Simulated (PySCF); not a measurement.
**Correlation energy of S (sulfur, neutral)**

[Ne] 3s2 3p4, high-spin 3P determinant. Computed with PySCF 2.14 in dyall-acv3z (19s12p6d4f, 113 functions), with the spin-free X2C one-electron Hamiltonian (Gaussian nucleus). Frozen: [Ne]; 6 electrons correlated; the 31 highest virtual orbitals of each spin left out.

```tsv
level	correlation energy (mhartree)
CCSD	-144.50
(T)	-5.37
CCSD(T)	-149.87
```

Diagnostics: T1 = 0.010, D1 = 0.0322, largest double amplitude 0.039.

Cost of the coupled-cluster step: roughly 21 core-seconds, for 6 correlated electrons.

Iterations:

```
CC2 = 0
CCSD nocc = (np.int64(4), np.int64(2)), nmo = (77, 77)
frozen orbitals [[0, 1, 2, 3, 4, 82, 83, 84, 85, 86, 87, 88, 89, 90, 91, 92, 93, 94, 95, 96, 97, 98, 99, 100, 101, 102, 103, 104, 105, 106, 107, 108, 109, 110, 111, 112], [0, 1, 2, 3, 4, 82, 83, 84, 85, 86, 87, 88, 89, 90, 91, 92, 93, 94, 95, 96, 97, 98, 99, 100, 101, 102, 103, 104, 105, 106, 107, 108, 109, 110, 111, 112]]
max_cycle = 100
direct = 0
conv_tol = 1e-08
conv_tol_normt = 1e-06
diis_space = 8
diis_start_cycle = 0
Init t2, MP2 energy = -0.121896781663957
Init E_corr(UCCSD) = -0.12189678166465
cycle = 1  E_corr(UCCSD) = -0.138619723061702  dE = -0.0167229414  norm(t1,t2) = 0.0462907
cycle = 2  E_corr(UCCSD) = -0.142573547840601  dE = -0.00395382478  norm(t1,t2) = 0.01603
cycle = 3  E_corr(UCCSD) = -0.144552080801485  dE = -0.00197853296  norm(t1,t2) = 0.00690122
cycle = 4  E_corr(UCCSD) = -0.144495831653464  dE = 5.6249148e-05  norm(t1,t2) = 0.00104751
cycle = 5  E_corr(UCCSD) = -0.144494046473889  dE = 1.78517957e-06  norm(t1,t2) = 0.000244487
cycle = 6  E_corr(UCCSD) = -0.144496586907667  dE = -2.54043378e-06  norm(t1,t2) = 9.63362e-05
cycle = 7  E_corr(UCCSD) = -0.144496562151409  dE = 2.47562579e-08  norm(t1,t2) = 3.30743e-05
cycle = 8  E_corr(UCCSD) = -0.144496514617545  dE = 4.75338636e-08  norm(t1,t2) = 9.94302e-06
cycle = 9  E_corr(UCCSD) = -0.1444964905162  dE = 2.41013456e-08  norm(t1,t2) = 2.74756e-06
cycle = 10  E_corr(UCCSD) = -0.144496479226643  dE = 1.12895571e-08  norm(t1,t2) = 6.43486e-07
cycle = 11  E_corr(UCCSD) = -0.144496479025163  dE = 2.01479416e-10  norm(t1,t2) = 1.98576e-07
UCCSD converged
E(UCCSD) = -398.7422435761453  E_corr = -0.1444964790251631
UCCSD(T) correction = -0.00537034588358064
```
